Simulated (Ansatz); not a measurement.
Consider the cleavage of the Sn–Si bond: `[CH3][SnH2][SiH2]Cl` + `N=CO` → `[CH3][SnH2][O]C=N` + `[SiH3]Cl`.

Computed with Ansatz on PBE0-D4/def2-TZVP structures; ΔE is electronic, products minus reactants. CBS: MP2 limit from def2 TZ/QZ plus the TZ coupled-cluster correction, frozen cores. This one scheme is used for every species. DFT in def2-TZVPP. B3LYP here is the variant with VWN-RPA as its local correlation; programs differ in this. Elements past krypton have def2 core potentials. For Sn outer-core shells are correlated without core-valence functions, which leaves a few kJ/mol of doubt a bond. One conformer a species, not always the lowest.

`[CH3][SnH2][SiH2]Cl`:

Z-matrix (Å, degrees):
```
C
Sn 1 2.141
H 1 1.090 2 109.9
H 1 1.090 2 109.9 3 120.2
H 1 1.090 2 109.4 3 -120.0
Si 2 2.567 1 109.1 3 174.7
H 2 1.710 1 109.9 3 54.8
H 2 1.713 1 110.2 3 -64.3
Cl 6 2.071 2 108.1 1 -47.2
H 6 1.486 2 112.3 1 70.6
H 6 1.485 2 113.4 1 -166.0
```

`N=CO`:

Cartesian coordinates in Å:
```
N 0.610 -0.603 0.582
C -0.068 -0.019 -0.302
O -0.805 1.062 -0.033
H 1.105 -1.403 0.200
H -0.154 -0.287 -1.357
H -0.689 1.250 0.910
```

`[CH3][SnH2][O]C=N`:

Cartesian coordinates in Å:
```
C -1.222 -1.071 0.905
Sn 0.474 -1.067 -0.377
O 0.359 0.634 -1.442
C 0.483 1.829 -0.879
N 0.790 2.160 0.303
H -2.129 -1.069 0.302
H -1.205 -0.180 1.531
H -1.213 -1.958 1.539
H 0.428 -2.208 -1.636
H 1.969 -1.054 0.447
H 0.276 2.627 -1.598
H 0.991 1.359 0.905
```

`[SiH3]Cl`:

Cartesian coordinates in Å:
```
Si -0.004 -0.088 -0.094
Cl 0.059 1.314 1.406
H 0.229 0.596 -1.387
H -1.338 -0.730 -0.082
H 1.054 -1.093 0.157
```

```tsv
level	ΔE (kJ/mol)	difference from CCSD(T)/CBS
PBE-D4	16.7	15.3
r2SCAN-D4	5.8	4.4
PBE0-D4	18.8	17.4
B3LYP-D4	4.1	2.7
ωB97X-V	3.0	1.6
ωB97M-V	5.7	4.3
B2PLYP	0.0	-1.4
PBE	17.1	15.7
r2SCAN	5.9	4.5
PBE0	18.8	17.4
B3LYP	4.5	3.1
HF/def2-TZVPP	-4.9	-6.3
MP2/def2-TZVPP	0.2	-1.2
SCS-MP2/def2-TZVPP	-5.1	-6.5
CCSD/def2-TZVPP	2.4	1.0
CCSD(T)/def2-TZVPP	0.9	-0.5
HF/def2-QZVPP	-7.3	-8.7
MP2/def2-QZVPP	-0.3	-1.7
SCS-MP2/def2-QZVPP	-5.4	-6.8
HF/CBS(def2)	-7.6	-9.0
MP2/CBS(def2)	0.7	-0.7
CCSD/CBS(def2)	2.9	1.5
CCSD(T)/CBS	1.4	0
```

Largest T1 diagnostic among the species: 0.014.

In def2-TZVPP, CCSD(T) changes the Hartree–Fock value by +5.8 kJ/mol (the triples alone add −1.5 kJ/mol) and MP2 by +5.1 kJ/mol.
